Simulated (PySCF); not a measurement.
## InN: frontier orbitals

PBE0 at R = 2.220 Å; PySCF, scalar-relativistic core potentials, basis sets In cc-pVTZ-PP with ECP28, N cc-pVTZ. State: ³Σ⁻ (triplet), unpaired electrons π ↑↑. Only the outer orbitals are listed, counted within each symmetry, core potentials removing the inner ones.

| spin | orbital | occ. | ε (eV) | on In (%) | main shells (%) |
| --- | --- | --- | --- | --- | --- |
| α | 6σ | 1 | -9.65 | 70 | 69 In s, 27 N p |
| α | 3π | 1 | -8.19 | 7 | 93 N p |
| α | 3π | 1 | -8.19 | 7 | 93 N p |
| α | 7σ | 1 | -6.17 | 46 | 53 N p, 26 In s, 19 In p |
| α | 4π | 0 | -1.62 | 97 | 96 In p |
| α | 4π | 0 | -1.62 | 97 | 96 In p |
| α | 8σ | 0 | 0.30 | 97 | 87 In p |
| β | 5σ | 1 | -16.66 | 15 | 84 N s |
| β | 6σ | 1 | -9.20 | 77 | 76 In s, 17 N p |
| β | 7σ | 1 | -5.42 | 42 | 57 N p, 25 In p, 15 In s |
| β | 3π | 0 | -2.56 | 67 | 66 In p, 33 N p |
| β | 3π | 0 | -2.56 | 67 | 66 In p, 33 N p |
| β | 4π | 0 | -0.36 | 44 | 56 N p, 34 In p, 9 In d |

Task: Which are the highest filled and the lowest empty level, where do they sit, and how wide is the gap?

Result: Highest filled β 7σ at -5.42 eV (in %: 57 N p, 25 In p, 15 In s); lowest empty β 3π at -2.56 eV (in %: 66 In p, 33 N p); the gap at PBE0 is 2.86 eV.

| Item | Value |
| --- | --- |
| bond order (Mayer) | 1.00 |
| ⟨S²⟩ | 2.011 |
| charge on In (Mulliken, basis-dependent) | 0.36 |
| charge on In (Löwdin, basis-dependent) | 0.25 |
| dipole moment (positive dipole means In(−)N(+)) | -2.35 D |
| polarisability along the bond | 63.8 bohr³ |
| polarisability across the bond | 55.2 bohr³ |

Spin–orbit coupling is left out. The state is the lowest determinant that a PBE0 search found; another state may lie lower at other levels.
